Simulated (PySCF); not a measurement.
CdH3ISi, SMILES [SiH3][Cd][I].

Geometry optimised at PBE0-D3(BJ)/def2-SVP. The def2 effective core potentials stand for the cores of Cd, I; spin–orbit coupling is left out.

The numbers are results of TDA-LC-ωPBE/def2-SVPD in PySCF, not measurements.

Vertical excitations; the highest root listed may be one member of a degenerate set. Isolated molecule, no solvent. State labels are in the subgroup Cs.

| state | symmetry | energy (eV) | λ (nm) | f | main pairs |
|---|---|---|---|---|---|
| S1 | A' | 5.68 | 218 | 0.011 | HOMO−1→LUMO+2 (degenerate set) |
| S2 | A" | 5.68 | 218 | 0.011 | HOMO→LUMO+2 (degenerate set) |
| S3 | A' | 5.97 | 208 | 0.063 | HOMO−2→LUMO+1 (degenerate set) |
| S4 | A" | 5.97 | 208 | 0.063 | HOMO−2→LUMO (degenerate set) |
| S5 | A" | 6.10 | 203 | 0.000 | HOMO→LUMO+1, HOMO−1→LUMO (degenerate set) |
| S6 | A' | 6.10 | 203 | 0.000 | HOMO→LUMO, HOMO−1→LUMO+1 (degenerate set) |
| S7 | A" | 6.10 | 203 | 0.000 | HOMO−1→LUMO 47 %, HOMO→LUMO+1 47 % |
| S8 | A' | 6.23 | 199 | 0.159 | HOMO−2→LUMO+2 42 %, HOMO−1→LUMO+1 25 %, HOMO→LUMO 25 % |
| S9 | A' | 7.02 | 177 | 1.728 | HOMO−2→LUMO+2 47 %, HOMO→LUMO 16 %, HOMO−1→LUMO+1 16 %, HOMO−3→LUMO+2 10 % |
| S10 | A' | 7.86 | 158 | 0.009 | HOMO−3→LUMO+1 55 %, HOMO−1→LUMO+7 14 %, HOMO−2→LUMO+9 12 % |
| T1 | A' | 5.05 | 245 | 0 | HOMO−2→LUMO+1 (degenerate set) |
| T2 | A" | 5.05 | 245 | 0 | HOMO−2→LUMO (degenerate set) |
| T3 | A' | 5.11 | 242 | 0 | HOMO−2→LUMO+2 89 % |
| T4 | A" | 5.30 | 234 | 0 | HOMO→LUMO+2 86 % |
Triplets are in the Tamm–Dancoff approximation.
